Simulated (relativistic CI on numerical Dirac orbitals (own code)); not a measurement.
Radial Dirac CI calculation of Re44+.

Command:

```sh
python run_levels.py task.json out
```

Input:

```
atom Re  Z=75  charge=44  electrons=31
nucleus A=187  rms_radius_fm=5.3698
hamiltonian dirac-coulomb  breit=on  qed=on  c_scale=1
orbitals kli  potential=per-configuration
slater_scale 1
correlation none
mixing on
grid step=0.0125 r_max=3.3
scf mixing=0.2 start=green max_iterations=150 tolerance=2e-08 node_fill=0.05
configurations
  [Ar] 3d10 4s2 4p
  [Ar] 3d10 4s 4p2
  [Ar] 3d10 4s2 4d
  [Ar] 3d10 4p3
  [Ar] 3d10 4s 4p 4d
end
```

Output:

```
SCF 1: [Ar] 3d10 4s2 4p
 iter      energy (Ha)   residual   last orbital (Ha)
    1    -15226.594302   7.11e+00   -116.02460
    2    -15293.267610   5.61e+00   -107.48465
    3    -15399.364371   3.23e-01    -81.31667
    4    -15399.616509   3.60e-01    -82.39447
    5    -15400.029851   1.50e-03    -80.72771
    6    -15400.029893   9.68e-04    -80.73218
    7    -15400.029991   7.51e-05    -80.72812
    8    -15400.029989   2.53e-05    -80.72827
    9    -15400.029988   1.37e-06    -80.72834
   10    -15400.029988   3.57e-07    -80.72834
   11    -15400.029988   9.40e-10    -80.72834
SCF 2: [Ar] 3d10 4s 4p2
 iter      energy (Ha)   residual   last orbital (Ha)
    1    -15219.469909   7.13e+00   -116.02460
    2    -15286.540817   5.62e+00   -107.44387
    3    -15393.130647   3.22e-01    -81.16475
    4    -15393.428606   3.43e-01    -82.23127
    5    -15393.795054   1.55e-03    -80.59240
    6    -15393.795098   1.11e-03    -80.59574
    7    -15393.795191   6.27e-05    -80.59038
    8    -15393.795189   1.37e-05    -80.59050
    9    -15393.795189   1.27e-06    -80.59054
   10    -15393.795189   1.53e-07    -80.59053
   11    -15393.795189   2.18e-10    -80.59053
SCF 3: [Ar] 3d10 4s2 4d
 iter      energy (Ha)   residual   last orbital (Ha)
    1    -15217.189881   7.13e+00   -111.56563
    2    -15284.513247   5.62e+00   -102.27358
    3    -15391.479436   3.30e-01    -74.39483
    4    -15391.766510   3.61e-01    -75.60444
    5    -15392.176627   1.43e-03    -73.86184
    6    -15392.176657   1.37e-03    -73.86575
    7    -15392.176761   7.31e-05    -73.86057
    8    -15392.176759   3.25e-05    -73.86072
    9    -15392.176758   1.46e-06    -73.86084
   10    -15392.176758   7.12e-07    -73.86084
   11    -15392.176758   2.35e-10    -73.86084
SCF 4: [Ar] 3d10 4p3
 iter      energy (Ha)   residual   last orbital (Ha)
    1    -15211.842547   7.14e+00   -116.02460
    2    -15279.337639   5.63e+00   -107.40435
    3    -15386.473762   3.23e-01    -81.03395
    4    -15386.762576   3.48e-01    -82.11712
    5    -15387.141326   1.42e-03    -80.45329
    6    -15387.141360   9.74e-04    -80.45727
    7    -15387.141447   6.50e-05    -80.45339
    8    -15387.141446   1.46e-05    -80.45353
    9    -15387.141446   1.19e-06    -80.45357
   10    -15387.141446   1.35e-07    -80.45356
   11    -15387.141446   2.38e-10    -80.45356
SCF 5: [Ar] 3d10 4s 4p 4d
 iter      energy (Ha)   residual   last orbital (Ha)
    1    -15210.287502   7.14e+00   -111.56563
    2    -15277.997426   5.62e+00   -102.27671
    3    -15385.430094   3.27e-01    -74.42972
    4    -15385.716306   3.61e-01    -75.64701
    5    -15386.125879   1.32e-03    -73.90697
    6    -15386.125911   9.10e-04    -73.91031
    7    -15386.125998   7.29e-05    -73.90549
    8    -15386.125997   2.21e-05    -73.90565
    9    -15386.125997   1.40e-06    -73.90572
   10    -15386.125997   2.99e-07    -73.90571
   11    -15386.125997   2.48e-10    -73.90571
orbital energies (Ha): 3s -182.1326  3p1/2 -173.6819  3p3/2 -161.6911  3d3/2 -147.8728  3d5/2 -145.2328  4s -88.3189  4p1/2 -84.6935  4p3/2 -80.7283
configuration averages (Ha): Dirac-Coulomb, Breit, QED
  4s2 4p                      -15400.029988   17.309016   12.265822
  4s 4p2                      -15393.795189   17.321739   12.217154
  4s2 4d                      -15392.176758   17.263852   12.258976
  4p3                         -15387.141446   17.335112   12.168481
  4s 4p 4d                    -15386.125997   17.276465   12.210368
levels: no., configuration, term, J, E (cm-1), weight
   1 4s2 4p                 2P*  1/2              0.0  1.00
   2 4s 4p2                 4P   1/2         808360.8  0.58
   3 4s2 4p                 2P*  3/2         849195.8  0.99
   4 4s 4p2                 4P   3/2        1540444.7  0.91
   5 4s 4p2                 2D   5/2        1616824.1  0.57
   6 4s 4p2                 2D   3/2        1727687.6  0.64
   7 4s 4p2                 2P   1/2        1753939.3  0.71
   8 4s2 4d                 2D   3/2        2205055.3  0.94
   9 4s2 4d                 2D   5/2        2329611.0  0.67
  10 4s 4p2                 2D   5/2        2492381.9  0.34
  11 4p3                    2P*  3/2        2523895.1  0.43
  12 4s 4p2                 2S   1/2        2599832.2  0.69
  13 4s 4p2                 2P   3/2        2639603.1  0.64
  14 4s 4p 4d               4F*  3/2        2805119.8  0.80
lowest total energy -15373.128822 Ha
end: converged
```

Against the reference input this run has: SCF mixing 0.2. The reference run ends at -15373.128822 Ha with Breit and QED terms. The change (SCF mixing 0.2) leaves the energy and the levels as they were.
